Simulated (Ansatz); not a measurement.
`[NH2][Hf]([F])([Cl])[Cl]` and `[NH2][Hf]([F])([F])[Cl]` differ in one atom or group.

Ansatz, PBE0-D4/def2-TZVP geometries, multiplicity 1. Each molecule was computed in one conformer, which needn't be the lowest.

Elements past krypton have def2 core potentials.

```tsv
property	`[NH2][Hf]([F])([Cl])[Cl]`
HOMO–LUMO gap (ωB97M-V/def2-TZVPP) / eV	11.36
size of the dipole moment (PBE/def2-TZVPP) / D	2.72
size of the dipole moment (B3LYP/def2-TZVPP) / D	2.71
HOMO–LUMO gap (PBE/def2-TZVPP) / eV	4.76
LUMO energy (B3LYP/def2-TZVPP) / eV	-1.47
HOMO energy (PBE0/def2-TZVPP) / eV	-8.29
```

Question: Give the same properties after the change, and the shifts. (Estimate.)

Answer: Ansatz gave: 
```
                                        property  `[NH2][Hf]([F])([F])[Cl]`  shift
         HOMO–LUMO gap (ωB97M-V/def2-TZVPP) / eV                      11.26  -0.10
  size of the dipole moment (PBE/def2-TZVPP) / D                       2.64  -0.08
size of the dipole moment (B3LYP/def2-TZVPP) / D                       2.65  -0.06
             HOMO–LUMO gap (PBE/def2-TZVPP) / eV                       5.12   0.36
             LUMO energy (B3LYP/def2-TZVPP) / eV                      -1.02   0.45
              HOMO energy (PBE0/def2-TZVPP) / eV                      -8.24   0.05
```

With PBE0 the HOMO rises by 0.05 eV and the LUMO rises by 0.49 eV, so the gap widens by about 0.44 eV. PBE moves the HOMO by 0.08 eV and ωB97M-V by 0.03 eV. Dipoles are sizes alone; their direction can turn.

B3LYP here is the variant with VWN-RPA as its local correlation; programs differ in this.
